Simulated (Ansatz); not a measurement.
CH4ClGe, SMILES `[CH3][GeH][Cl]` radical. Charge 0, multiplicity 2.

```xyz
7

C    -0.6344    0.4629    0.4469
Ge    0.5569   -0.9779   -0.1303
Cl    2.5073   -0.0925   -0.4693
H    -0.6614    1.2270   -0.3329
H    -0.2643    0.9037    1.3716
H    -1.6389    0.0689    0.6064
H     0.1347   -1.5920   -1.4923
```

Question: What are the harmonic wavenumbers in cm⁻¹ at PBE0-D4/def2-TZVP (Ansatz, finite differences of forces, unscaled)? (Best estimate.)

Answer: The calculation gave: 117, 159, 409, 514, 589, 642, 784, 848, 1240, 1437, 1446, 2060, 3059, 3154, 3172.

Question: Is this a minimum?

Answer: Yes, all 15 modes are real.

Question: Give the ideal-gas thermochemistry at 298.15 K and 1 bar (rigid rotor, harmonic oscillator; point group C1, symmetry number 1).

Answer: Zero-point energy 117.4 kJ/mol; H(298) − E = 133.4 kJ/mol; entropy 317.4 J/(mol·K), of which translation 169.0, rotation 106.9, vibration 35.9, electronic 5.8; G(298) − E = 38.8 kJ/mol.

Question: Rotational constants (cm⁻¹)?

Answer: 0.3859, 0.1117, 0.08959.
